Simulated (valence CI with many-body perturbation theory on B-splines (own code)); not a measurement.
E1 line list for Hg⁴⁹⁺

Computed by relativistic CI+MBPT: three valence electrons over a frozen Dirac-Fock core [Ar] 3d10, radial functions for each j: 11 s, 11 p, 10 d, 8 f, 5 g, 2 h, with the one-electron correlation potential Σ1, the two-electron term Σ2, the three-electron term Σ3, Breit, model QED; selected CI, second order for the rest, scaled by the run's own slope (own B-spline code, finite nucleus).

The last digits are not significant, and no measured levels were compared; by estimate large intervals hold to a few tenths of a per cent, small ones and those within an open d or f shell to about a per cent.

Lines 151 to 200 of 562 in falling wavelength, among levels below 1028.0 eV, chosen from the strongest by gf and those to the six lowest levels. Wavelengths and rates use the calculated energies. Electric multipoles are in the length gauge with retardation, E1 and E2 with the static RPA response of the core. Weak lines are less certain than strong ones. Lines between different terms over intervals too small for the method are left out, as are lines whose strength nearly cancels. The highest levels of a list are the least certain.

Levels are named by their leading jj configuration (3d3/2^4 stands for four electrons in 3d with j = 3/2), which in mixed levels can hold well under half, so a name can repeat and another be missing. Letters in brackets count levels of one name in rising energy.

```
λ vac (Å)                          Upper                          Lower   A (s⁻¹)  S (a.u.) with core polarisation  S without
    59.45     (4s 4d5/2 4f5/2) J=7/2 [a]     (4s 4p3/2 4f5/2) J=5/2 [a]  2.20e+11                         1.83e-01   1.92e-01
    59.45     (4s 4p3/2 4f7/2) J=9/2 [b]     (4s 4p3/2 4d5/2) J=7/2 [a]  3.20e+11                         3.32e-01   3.48e-01
    59.44  (4p1/2 4d3/2 4d5/2) J=3/2 [a]  (4p1/2 4p3/2 4d3/2) J=3/2 [a]  2.36e+11                         9.77e-02   1.03e-01
    59.36             (4s 4d5/2^2) J=5/2     (4s 4p3/2 4d5/2) J=3/2 [a]  1.69e+11                         1.05e-01   1.10e-01
    59.35        (4s 4d5/2 4f5/2) J=11/2        (4s 4p3/2 4f7/2) J=11/2  5.98e+10                         7.40e-02   7.80e-02
    59.34         (4s 4d5/2 4f7/2) J=9/2     (4s 4p3/2 4f7/2) J=7/2 [a]  1.66e+11                         1.71e-01   1.80e-01
    59.32     (4s 4d5/2 4f5/2) J=9/2 [a]         (4s 4p3/2 4f5/2) J=7/2  3.70e+11                         3.81e-01   4.01e-01
    59.31        (4s 4p3/2 4f7/2) J=11/2         (4s 4p3/2 4d5/2) J=9/2  3.55e+11                         4.39e-01   4.60e-01
    59.28  (4p1/2 4d3/2 4d5/2) J=3/2 [b]  (4p1/2 4p3/2 4d3/2) J=3/2 [b]  1.28e+11                         5.28e-02   5.55e-02
    59.26          (4p1/2 4d5/2^2) J=1/2  (4p1/2 4p3/2 4d5/2) J=3/2 [b]  6.08e+11                         1.25e-01   1.31e-01
    59.22          (4p1/2 4d5/2^2) J=7/2  (4p1/2 4p3/2 4d5/2) J=7/2 [b]  7.54e+10                         6.19e-02   6.52e-02
    59.19  (4p1/2 4p3/2 4d5/2) J=3/2 [b]          (4p1/2 4p3/2^2) J=1/2  3.48e+11                         1.43e-01   1.50e-01
    59.10     (4s 4d5/2 4f5/2) J=5/2 [a]     (4s 4p3/2 4f5/2) J=5/2 [a]  1.02e+11                         6.24e-02   6.56e-02
    59.05         (4s 4d5/2 4f7/2) J=7/2     (4s 4p3/2 4f7/2) J=5/2 [a]  1.03e+11                         8.38e-02   8.83e-02
    59.05     (4s 4d5/2 4f5/2) J=3/2 [a]         (4s 4d3/2 4d5/2) J=1/2  1.22e+11                         4.97e-02   5.23e-02
    59.00      (4p1/2 4p3/2 4d5/2) J=1/2          (4p1/2 4p3/2^2) J=1/2  5.30e+11                         1.08e-01   1.13e-01
    58.93      (4p1/2 4d3/2 4d5/2) J=1/2  (4p1/2 4p3/2 4d3/2) J=1/2 [a]  3.83e+11                         7.74e-02   8.15e-02
    58.92     (4s 4d3/2 4d5/2) J=5/2 [a]     (4s 4p3/2 4d3/2) J=5/2 [a]  1.01e+11                         6.09e-02   6.40e-02
    58.87     (4s 4d3/2 4d5/2) J=5/2 [a]     (4s 4p3/2 4d3/2) J=3/2 [a]  1.23e+11                         7.42e-02   7.83e-02
    58.84     (4s 4p3/2 4f5/2) J=3/2 [a]     (4s 4p3/2 4d3/2) J=3/2 [b]  1.58e+11                         6.37e-02   6.70e-02
    58.75     (4s 4p3/2 4f7/2) J=7/2 [b]     (4s 4p3/2 4d5/2) J=5/2 [a]  8.13e+10                         6.51e-02   6.83e-02
    58.69         (4s 4p3/2 4d5/2) J=1/2             (4s 4p3/2^2) J=1/2  5.71e+11                         1.14e-01   1.20e-01
    58.65         (4s 4p1/2 4d5/2) J=7/2         (4s 4p1/2 4p3/2) J=5/2  3.27e+11                         2.60e-01   2.74e-01
    58.59             (4s^2 4d5/2) J=5/2             (4s^2 4p3/2) J=3/2  3.79e+11                         2.26e-01   2.37e-01
    58.46        (4s 4d5/2 4f5/2) J=11/2     (4s 4p3/2 4f7/2) J=9/2 [a]  1.38e+11                         1.63e-01   1.72e-01
    58.25         (4s 4d5/2 4f7/2) J=9/2     (4s 4p3/2 4f7/2) J=9/2 [a]  3.28e+11                         3.20e-01   3.37e-01
    58.17     (4s 4d5/2 4f5/2) J=7/2 [a]     (4s 4d3/2 4d5/2) J=5/2 [b]  2.16e+11                         1.68e-01   1.77e-01
    58.11         (4s 4p3/2 4f5/2) J=9/2         (4s 4p3/2 4d5/2) J=9/2  1.15e+11                         1.12e-01   1.18e-01
    58.09     (4s 4d5/2 4f5/2) J=7/2 [b]     (4s 4p3/2 4f5/2) J=5/2 [a]  1.22e+11                         9.42e-02   9.90e-02
    58.04          (4p3/2^2 4d5/2) J=3/2                (4p3/2^3) J=3/2  8.28e+11                         3.20e-01   3.37e-01
    58.04         (4s 4d5/2^2) J=7/2 [a]     (4s 4p3/2 4d5/2) J=5/2 [a]  6.90e+10                         5.32e-02   5.60e-02
    58.02         (4s 4d5/2 4f7/2) J=5/2     (4s 4p3/2 4f7/2) J=5/2 [a]  1.75e+11                         1.01e-01   1.06e-01
    57.92     (4s 4d3/2 4d5/2) J=3/2 [a]     (4s 4p3/2 4d3/2) J=1/2 [a]  2.42e+11                         9.30e-02   9.80e-02
    57.92  (4p1/2 4p3/2 4d5/2) J=7/2 [b]          (4p1/2 4p3/2^2) J=5/2  6.88e+11                         5.27e-01   5.55e-01
    57.90     (4s 4d3/2 4d5/2) J=3/2 [a]     (4s 4p3/2 4d3/2) J=3/2 [a]  1.58e+11                         6.06e-02   6.38e-02
    57.78     (4s 4p1/2 4d5/2) J=5/2 [a]     (4s 4p1/2 4p3/2) J=3/2 [a]  4.38e+11                         2.50e-01   2.63e-01
    57.77         (4s 4d5/2 4f7/2) J=7/2     (4s 4p3/2 4f7/2) J=7/2 [a]  1.53e+11                         1.16e-01   1.22e-01
    57.68     (4s 4d5/2 4f5/2) J=5/2 [b]     (4s 4p3/2 4f5/2) J=3/2 [a]  1.80e+11                         1.02e-01   1.08e-01
    57.66             (4s 4d5/2^2) J=5/2     (4s 4p3/2 4d5/2) J=5/2 [a]  3.53e+11                         2.00e-01   2.11e-01
    57.64     (4s 4d5/2 4f5/2) J=1/2 [a]         (4s 4p3/2 4f5/2) J=1/2  3.55e+11                         6.72e-02   7.07e-02
    57.56     (4s 4p3/2 4d5/2) J=7/2 [a]             (4s 4p3/2^2) J=5/2  3.08e+11                         2.32e-01   2.44e-01
    57.55     (4s 4d5/2 4f5/2) J=5/2 [a]     (4s 4d3/2 4d5/2) J=3/2 [b]  8.46e+10                         4.77e-02   5.02e-02
    57.54         (4s 4d5/2^2) J=7/2 [b]     (4s 4p3/2 4d5/2) J=7/2 [b]  9.77e+10                         7.35e-02   7.75e-02
    57.54     (4s 4d5/2 4f5/2) J=9/2 [a]     (4s 4d3/2 4d5/2) J=7/2 [b]  8.88e+10                         8.35e-02   8.77e-02
    57.53     (4s 4p3/2 4d5/2) J=3/2 [b]             (4s 4p3/2^2) J=1/2  4.37e+11                         1.64e-01   1.73e-01
    57.50  (4p1/2 4p3/2 4d5/2) J=5/2 [b]          (4p1/2 4p3/2^2) J=5/2  1.18e+11                         6.65e-02   7.01e-02
    57.49     (4s 4p3/2 4d5/2) J=5/2 [b]             (4s 4p3/2^2) J=3/2  8.85e+11                         4.98e-01   5.25e-01
    57.47     (4s 4p1/2 4f5/2) J=5/2 [b]     (4s 4p1/2 4d3/2) J=3/2 [b]  1.44e+11                         8.09e-02   8.48e-02
    57.46             (4s 4d5/2^2) J=9/2     (4s 4p3/2 4d5/2) J=7/2 [a]  4.30e+11                         4.02e-01   4.23e-01
    57.44     (4s 4d5/2 4f5/2) J=7/2 [b]         (4s 4p3/2 4f5/2) J=7/2  1.39e+11                         1.04e-01   1.10e-01
```
